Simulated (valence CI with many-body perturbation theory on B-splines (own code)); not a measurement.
E1 line list for Te46+

Level of theory: valence CI with perturbative core correlation (CI+MBPT): four valence electrons over a frozen Dirac-Fock core [He], a basis of 11 s, 11 p, 9 d, 7 f, 5 g, 2 h, 1 i functions for each j, with the one-electron correlation potential Σ1 (screened to all orders), the two-electron term Σ2, the three-electron term Σ3, Breit, model QED; selected single and double excitations, second order for the rest (own B-spline code, finite nucleus).

The last digits are not significant, and no measured levels were compared; by estimate large intervals hold to a few tenths of a per cent, small ones and those within an open d or f shell to about a per cent.

Lines 51 to 100 of 262 in falling wavelength, among levels below 5344.9 eV, chosen from the strongest by gf and those to the six lowest levels. Wavelengths and rates use the calculated energies. Electric multipoles are in the length gauge, E1 and E2 with the static RPA response of the core. Weak lines are less certain than strong ones. Lines between different terms over intervals too small for the method are left out, as are lines whose strength nearly cancels. Where a level lies close to another of its J and parity, the split of strength between their lines is uncertain. The highest levels of a list are the least certain.

Levels are named by their leading jj configuration (3d3/2^4 stands for four electrons in 3d with j = 3/2), which in mixed levels can hold well under half, so a name can repeat and another be missing. Letters in brackets count levels of one name in rising energy.

| λ vac (nm) | Upper | Lower | A (s⁻¹) | log gf | Branch % |
| --- | --- | --- | --- | --- | --- |
| 7.664 | (2s^2 2p3/2 3p3/2) J=2 | (2s^2 2p3/2 3s) J=1 | 4.09e+10 | -0.74 | 0.2 |
| 7.381 | (2s 2p1/2 2p3/2^2) J=3 | (2s^2 2p3/2^2) J=2 | 7.94e+09 | -1.34 | 6.2 |
| 7.238 | (2s 2p1/2 2p3/2 3p3/2) J=3 [b] | (2s^2 2p3/2 3p3/2) J=3 | 3.68e+10 | -0.69 | 0.0 |
| 7.059 | (2s 2p1/2^2 2p3/2) J=2 | (2s^2 2p1/2 2p3/2) J=1 | 7.91e+09 | -1.53 | 63.5 |
| 5.712 | (2s 2p1/2 2p3/2^2) J=1 [a] | (2s^2 2p3/2^2) J=2 | 8.73e+09 | -1.89 | 0.9 |
| 5.662 | (2s 2p1/2^2 2p3/2) J=1 | (2s^2 2p1/2 2p3/2) J=2 | 2.05e+10 | -1.53 | 3.2 |
| 5.456 | (2s 2p1/2 2p3/2^2) J=2 [b] | (2s^2 2p3/2^2) J=2 | 1.15e+10 | -1.59 | 1.2 |
| 5.369 | (2s 2p1/2 2p3/2^2) J=1 [b] | (2s^2 2p3/2^2) J=2 | 3.62e+09 | -2.33 | 0.5 |
| 5.295 | (2s 2p1/2^2 2p3/2) J=1 | (2s^2 2p1/2 2p3/2) J=1 | 4.35e+09 | -2.26 | 0.7 |
| 4.974 | (2p1/2^2 2p3/2^2) J=2 | (2s 2p1/2 2p3/2^2) J=3 | 6.25e+10 | -0.94 | 6.7 |
| 2.810 | (2s 2p1/2 2p3/2^2) J=2 [a] | (2s^2 2p1/2 2p3/2) J=1 | 1.34e+11 | -1.10 | 96.8 |
| 2.699 | (2s 2p1/2 2p3/2^2) J=3 | (2s^2 2p1/2 2p3/2) J=2 | 1.21e+11 | -1.03 | 93.8 |
| 2.610 | (2p1/2 2p3/2^3) J=1 | (2s 2p1/2 2p3/2^2) J=1 [b] | 3.28e+11 | -1.00 | 22.0 |
| 2.562 | (2s 2p3/2^3) J=2 | (2s^2 2p3/2^2) J=2 | 4.98e+11 | -0.61 | 97.8 |
| 2.550 | (2s 2p1/2 2p3/2 3d5/2) J=3 [c] | (2s^2 2p1/2 3d5/2) J=2 | 4.81e+11 | -0.48 | 0.5 |
| 2.537 | (2s 2p1/2 2p3/2 3p3/2) J=3 [c] | (2s^2 2p1/2 3p3/2) J=2 | 4.81e+11 | -0.49 | 0.9 |
| 2.536 | (2p1/2 2p3/2^3) J=1 | (2s 2p1/2 2p3/2^2) J=1 [a] | 4.37e+11 | -0.90 | 29.3 |
| 2.532 | (2p1/2^2 2p3/2^2) J=2 | (2s 2p1/2^2 2p3/2) J=1 | 3.64e+11 | -0.76 | 39.1 |
| 2.513 | (2p3/2^4) J=0 | (2s 2p3/2^3) J=1 | 1.89e+12 | -0.75 | 96.5 |
| 2.510 | (2s 2p1/2 2p3/2 3d3/2) J=3 [c] | (2s^2 2p1/2 3d3/2) J=2 | 4.17e+11 | -0.56 | 0.8 |
| 2.509 | (2s 2p1/2 2p3/2 3p3/2) J=2 [c] | (2s^2 2p1/2 3p3/2) J=1 | 4.63e+11 | -0.66 | 1.0 |
| 2.507 | (2p1/2 2p3/2^3) J=2 | (2s 2p1/2 2p3/2^2) J=2 [b] | 7.94e+11 | -0.43 | 58.5 |
| 2.503 | (2s 2p1/2 2p3/2 3p1/2) J=1 [b] | (2s^2 2p1/2 3p1/2) J=1 | 5.20e+11 | -0.83 | 0.5 |
| 2.500 | (2s 2p1/2 2p3/2 3p1/2) J=2 [c] | (2s^2 2p1/2 3p1/2) J=1 | 5.13e+11 | -0.62 | 1.5 |
| 2.496 | (2s 2p1/2 2p3/2 3p1/2) J=1 [c] | (2s^2 2p1/2 3p1/2) J=0 | 5.62e+11 | -0.80 | 1.1 |
| 2.494 | (2s 2p1/2 2p3/2 3d3/2) J=2 [d] | (2s^2 2p1/2 3d3/2) J=1 | 3.93e+11 | -0.74 | 0.1 |
| 2.493 | (2s 2p1/2 2p3/2 3s) J=1 [b] | (2s^2 2p1/2 3s) J=0 | 3.65e+11 | -0.99 | 0.6 |
| 2.489 | (2s 2p1/2 2p3/2 3p3/2) J=2 [d] | (2s^2 2p1/2 3p3/2) J=2 | 5.79e+11 | -0.57 | 1.1 |
| 2.488 | (2s 2p1/2 2p3/2 3s) J=1 [c] | (2s^2 2p1/2 3s) J=1 | 4.64e+11 | -0.89 | 1.1 |
| 2.479 | (2s 2p1/2 2p3/2 3s) J=2 [c] | (2s^2 2p1/2 3s) J=1 | 4.99e+11 | -0.64 | 1.5 |
| 2.476 | (2s 2p1/2 2p3/2 3d3/2) J=1 [c] | (2s^2 2p1/2 3d3/2) J=2 | 6.90e+11 | -0.72 | 0.7 |
| 2.474 | (2s 2p1/2 2p3/2 3d3/2) J=2 [c] | (2s^2 2p1/2 3d3/2) J=2 | 4.03e+11 | -0.73 | 0.2 |
| 2.459 | (2s 2p1/2 2p3/2 3p3/2) J=1 [d] | (2s^2 2p1/2 3p3/2) J=2 | 4.39e+11 | -0.92 | 7.7 |
| 2.439 | (2p1/2^2 2p3/2 3s) J=2 | (2s 2p1/2^2 3s) J=1 | 3.73e+11 | -0.78 | 1.1 |
| 2.438 | (2s 2p1/2 2p3/2^2) J=1 [a] | (2s^2 2p1/2 2p3/2) J=2 | 2.01e+10 | -2.27 | 2.1 |
| 2.432 | (2s 2p1/2 2p3/2^2) J=0 | (2s^2 2p1/2 2p3/2) J=1 | 5.21e+11 | -1.33 | 100.0 |
| 2.413 | (2s 2p1/2^2 2p3/2) J=1 | (2s^2 2p1/2^2) J=0 | 6.08e+11 | -0.80 | 96.1 |
| 2.390 | (2s 2p1/2 2p3/2^2) J=2 [b] | (2s^2 2p1/2 2p3/2) J=2 | 9.04e+11 | -0.41 | 93.5 |
| 2.373 | (2s 2p1/2 2p3/2^2) J=1 [b] | (2s^2 2p1/2 2p3/2) J=2 | 7.55e+11 | -0.72 | 95.5 |
| 2.367 | (2s 2p1/2 2p3/2^2) J=1 [a] | (2s^2 2p1/2 2p3/2) J=1 | 9.16e+11 | -0.64 | 94.9 |
| 2.331 | (2p1/2^2 2p3/2^2) J=0 | (2s 2p1/2^2 2p3/2) J=1 | 1.04e+12 | -1.07 | 90.1 |
| 2.322 | (2s 2p1/2 2p3/2^2) J=2 [b] | (2s^2 2p1/2 2p3/2) J=1 | 5.18e+10 | -1.68 | 5.4 |
| 2.303 | (2s 2p3/2^3) J=1 | (2s^2 2p3/2^2) J=2 | 1.03e+12 | -0.61 | 75.7 |
| 2.261 | (2p1/2^2 2p3/2^2) J=2 | (2s 2p1/2^2 2p3/2) J=2 | 4.47e+11 | -0.77 | 47.9 |
| 2.238 | (2p1/2 2p3/2^3) J=2 | (2s 2p1/2 2p3/2^2) J=3 | 2.77e+11 | -0.98 | 20.4 |
| 0.2915 | (2s^2 2p1/2 3p3/2) J=1 | (2s 2p1/2^2 2p3/2) J=1 | 1.61e+12 | -2.21 | 9.7 |
| 0.2896 | (2s 2p1/2^2 3s) J=1 | (2s 2p1/2^2 2p3/2) J=1 | 3.40e+12 | -1.89 | 13.2 |
| 0.2887 | (2s 2p1/2^2 3s) J=0 | (2s 2p1/2^2 2p3/2) J=1 | 3.88e+13 | -1.31 | 99.8 |
| 0.2884 | (2p1/2^2 2p3/2 3s) J=2 | (2p1/2^2 2p3/2^2) J=2 | 1.79e+13 | -0.95 | 53.6 |
| 0.2878 | (2p1/2^2 2p3/2 3s) J=1 | (2p1/2^2 2p3/2^2) J=2 | 3.07e+13 | -0.94 | 52.9 |
